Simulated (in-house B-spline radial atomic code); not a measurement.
Configurations of the calcium ion Ca²⁺, with energies counted from [Ne] 3s2 3p6. Method: scalar-relativistic (X2C) r2SCAN0, spin-polarised, spherical fractional occupations, exact exchange averaged over the configuration, Fermi nucleus of rms radius 3.4776 fm. Calculated with a B-spline radial code for spherical atoms. Shells without spins written out take the highest spin.

Occupations are held fixed; configurations that lie above the ionisation limit could autoionise.

```csv
configuration,E - E(ref) (eV),highest orbital,its <r> (bohr)
[Ne] 3s2 3p5 3d1,27.148,3d up,1.624
[Ne] 3s2 3p5 4s1,30.711,4s up,3.073
[Ne] 3s2 3p5 4f1,43.597,4f up,5.894
[Ne] 3s1 3p6 4f1,65.149,4f up,5.891
[He] 2s2 2p5 3s2 3p6 4p1,360.61,4p up,3.473
[He] 2s2 2p5 3s2 3p6 4f1,369.63,4f up,5.914
```

Q: Order these further configurations by energy, lowest first.
A. [Ne] 3s1 3p6 4p1
B. [He] 2s2 2p5 3s2 3p6 4s1
C. [Ne] 3s2 3p5 4p1
D. [Ne] 3s1 3p6 4d1
E. [Ne] 3s2 3p5 4d1

A: C (34.986 eV), E (40.525 eV), A (56.478 eV), D (62.027 eV), B (356.29 eV).

Q: How far above the reference does [He] 2s2 2p5 3s2 3p6 3d1 lie?

A: 351.37 eV; its least bound orbital is 3d up with <r> = 1.477 bohr.
